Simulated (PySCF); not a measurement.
1,1-difluoroethane (C2H4F2), SMILES CC(F)F. Geometry: PBE0-D3(BJ)/def2-SVP.

Computed equilibrium geometry at PBE0-D3(BJ)/def2-SVP (PySCF confirms it by a frequency run) as a Z-matrix, and its point group:
point group Cs.
```
C
F 1 1.3541
F 1 1.3541 2 107.53
H 1 1.1053 2 107.72 3 115.84
C 1 1.5001 4 113.32 3 122.14
H 5 1.0985 1 110.23 4 60.22
H 5 1.0985 6 109.06 1 121.15
H 5 1.0993 6 109.09 7 119.06
```
Charge 0, spin multiplicity 1.
